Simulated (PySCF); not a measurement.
**3-methylbiphenyl: full NMR table**

```yaml
Formula: C13H12
SMILES: Cc1cccc(-c2ccccc2)c1
InChI: InChI=1S/C13H12/c1-11-6-5-9-13(10-11)12-7-3-2-4-8-12/h2-10H,1H3
Point_group_of_the_computed_structure: C1
Degrees_of_unsaturation: 8
Carbon_signals: 11
Proton_signals: 8
```

Atom-mapped SMILES (the numbers label the heavy atoms): `[CH3:1][c:2]1[cH:3][cH:4][cH:5][c:6](-[c:7]2[cH:8][cH:9][cH:10][cH:11][cH:12]2)[cH:13]1`. Each H is labelled by its parent atom.

Calculated, not measured (PySCF): J couplings at B3LYP/pcJ-1 (without the spin–dipole term), geometry: PBE0-D3(BJ)/def2-SVP, PBE/pcSseg-1 with gauge-including orbitals. Fast rotation and ring inversion assumed for equivalent nuclei, non-relativistic, in vacuum, one conformer.

Scale: 1H (σref 31.20), 13C (σref 180.03) against TMS (reference shieldings calculated alike).

| carbon | δC, type | δH (multiplicity, J in Hz) | HMBC from (abs. J ≥ 3 Hz) | span of the C tensor (ppm) |
| --- | --- | --- | --- | --- |
| C1 | 24.2, CH3 | 2.44 (s) | H(C13), H(C3) | 51 |
| C2 | 141.2, C | – | H(C4), H(C1) | 229 |
| C3 | 131.0, CH | 7.19 (m) | H(C5), H(C13), H(C1) | 210 |
| C4 | 131.6, CH | 7.36 (m) | – | 224 |
| C5 | 127.6, CH | 7.29 (m) | H(C13), H(C3) | 207 |
| C6 | 145.8, C | – | H(C8)/H(C12), H(C4) | 211 |
| C7 | 146.1, C | – | H(C9)/H(C11), H(C5), H(C13) | 215 |
| C8/C12 | 130.6, CH | 7.48 (m) | H(C8)/H(C12), H(C10) | 211 |
| C9/C11 | 131.8, CH | 7.43 (m) | H(C9)/H(C11) | 227 |
| C10 | 130.2, CH | 7.33 (m) | H(C8)/H(C12) | 227 |
| C13 | 131.4, CH | 7.29 (m) | H(C5), H(C3), H(C1) | 188 |

Selected couplings (Hz, signed; the shortest-range and largest first, 30 at most; isotopes 13C, 1H): 1J(C10,H(C10)) 167.3, 1J(C5,H(C5)) 166.3, 1J(C9,H(C9)) 166.2, 1J(C8,H(C8)) 165.6, 1J(C4,H(C4)) 165.4, 1J(C3,H(C3)) 164.2, 1J(C13,H(C13)) 163.0, 1J(C1,H(C1)) 133.0, 3J(H(C8),H(C9)) 8.7, 3J(H(C4),H(C5)) 8.6, 3J(H(C3),H(C4)) 8.5, 3J(H(C9),H(C10)) 8.3, 4J(H(C5),H(C13)) 1.6, 4J(H(C3),H(C13)) 1.6.

- Carbon types of the structure: 3 × C, 9 × CH, 1 × CH3, which accounts for all hydrogens.
- δC 146.1, 145.8, 141.2: substituted aromatic carbon.
- δC 131.8, 131.6, 131.4, 131.0, 130.6, 130.2, 127.6: aromatic CH; the aromatic region.
- δC 24.2: methyl carbon on an aromatic ring; aliphatic region, no heteroatom directly attached.
- δH 7.48, 7.43, 7.36, 7.33, 7.29, 7.29, 7.19: hydrogen on an aromatic CH; it sits in the deshielding region of the aromatic ring current.
- δH 2.44: hydrogen on a methyl carbon on an aromatic ring; benzylic-type position, deshielded by the ring.

Multiplet labels drop couplings under 1 Hz and merge nearly equal ones. Couplings among chemically equivalent protons are left out too, so labels in AA′BB′ or AA′XX′ sets are apparent multiplicities. Unscaled 3J(H,H) at this level run about 10 % above measured values. Shifts are as computed. Against solution values, carbons near 30 ppm lie about +2 ppm off and those near 130 ppm about +2 ppm (rms about the fit 1.8 ppm; single classes can miss by 10 ppm). Of 1328 compounds with measured shifts, 309 miss one by over three times the rms of a fit or turn the order of signals round; such compounds aren't used in these exercises. Signals without a measured value on file couldn't be tested in this way.
